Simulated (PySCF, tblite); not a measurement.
Calculations on `C[SiH](C)[SiH2][GeH2][NH2]`, in the order of a workflow; each names the level of the geometry that it ran on. Settings lines and outputs come from a driver script.

Compound: C2H13GeNSi2.
Numbering: `[CH3:1][SiH:2]([CH3:3])[SiH2:4][GeH2:5][NH2:6]` (hydrogens: H7, H8, H9 on C1; H10 on Si2; H11, H12, H13 on C3; H14, H15 on Si4; H16, H17 on Ge5; H18, H19 on N6)

Step 1: GFN2-xTB geometry optimisation, gas phase (tblite 0.8.0) (from a force-field or distance-geometry start)
```json
{"job": {"kind": "relax", "xc": "GFN2-xTB", "basis": "xTB"}, "charge": 0, "multiplicity": 1}
```
```
step      E/eV     max force
  0    -521.79550    1.386
  1    -521.92859    0.557
  2    -521.98194    0.502
...
 63    -522.28702    0.025
 64    -522.28710    0.034
 65    -522.28717    0.027
 66    -522.28721    0.015
 67    -522.28723    0.008
```

Energy lowered by 11.3 kcal/mol over 67 steps; largest atomic force 0.008 eV/Å at the end. «max force» is the largest atomic force in eV/Å.

On one thread, Arm Neoverse N1 (aarch64), no GPU, on a shared host, this took 1.0 s wall.

Step 2: GFN2-xTB harmonic vibrations, gas phase (tblite 0.8.0) (on the GFN2-xTB geometry)
```json
{"job": {"kind": "ir", "xc": "GFN2-xTB", "basis": "xTB"}, "charge": 0, "multiplicity": 1}
```
```
(table of modes left out)
```

51 modes from -10 to 3432 cm⁻¹ (unscaled, harmonic, a negative number standing for an imaginary wavenumber); zero-point energy 86.0 kcal/mol from the real modes; the lowest is imaginary at this level.

Hardware: one thread, Arm Neoverse N1 (aarch64), on a shared host. Cost: 1.5 s.

Step 3: TDDFT CAM-B3LYP/def2-SVPD, vertical, gas phase, core orbitals frozen in the response (PySCF 2.14.0, density-fitted response routines) (on the GFN2-xTB geometry)
```json
{"job": {"kind": "uv", "xc": "CAM-B3LYP", "basis": "def2-SVPD", "nstates": 8, "ntriplets": 3}, "charge": 0, "multiplicity": 1}
```
```
...
Static polarisability (au): isotropic 124.590, principal 110.293 115.180 148.297
Singlet excitations
state   eV       nm        f      main configurations
  1   5.5778    222.3   0.10461   H->L 0.82, H->L+1 0.11
  2   6.3539    195.1   0.14933   H->L+1 0.80, H->L 0.09
  3   6.3798    194.3   0.00023   H->L+2 0.69, H->L+4 0.22
  4   6.9479    178.4   0.10922   H->L+3 0.82
  5   6.9937    177.3   0.00840   H->L+4 0.61, H->L+9 0.15, H->L+2 0.15
  6   7.2009    172.2   0.05141   H-1->L 0.61, H-1->L+1 0.17
  7   7.3061    169.7   0.03331   H->L+5 0.33, H->L+6 0.29, H->L+7 0.17
  8   7.5611    164.0   0.01803   H-3->L 0.38, H->L+10 0.13, H->L+6 0.13
Triplet excitations (Tamm-Dancoff, eV): 5.0110 5.8029 5.9338
```

HOMO -8.14 eV, LUMO 0.56 eV; lowest singlet 5.58 eV; lowest triplet 5.01 eV (Tamm–Dancoff); mean polarisability 124.6 au.

Hardware: one thread, Arm Neoverse N1 (aarch64), on a shared host. Cost: 2.4 min of wall time, 1.2 GiB resident at most.

Geometry of the electronic-property runs (GFN2-xTB):
```
atom  x, y, z in Å
C1    -1.9039    1.4596    0.8730
Si2   -1.5252   -0.4059    0.7945
C3    -2.1522   -1.0560   -0.8828
Si4    0.7706   -0.7400    0.9485
Ge5    1.9408    0.3618   -0.7861
N6     3.7648    0.2292   -0.8552
H7    -1.5988    1.8855    1.8243
H8    -1.3716    1.9943    0.0896
H9    -2.9634    1.6654    0.7481
H10   -2.2883   -1.0769    1.8643
H11   -1.9934   -2.1263   -0.9759
H12   -1.6257   -0.5743   -1.7037
H13   -3.2138   -0.8699   -1.0202
H14    1.3383   -0.2751    2.2260
H15    1.1526   -2.1621    0.9035
H16    1.7399    1.8643   -0.8221
H17    1.5476   -0.0758   -2.1837
H18    4.2518    0.6196   -0.0592
H19    4.1201   -0.7081   -0.9905
```

 (This holds for the electronic-property runs.)

One conformer stands for the species.
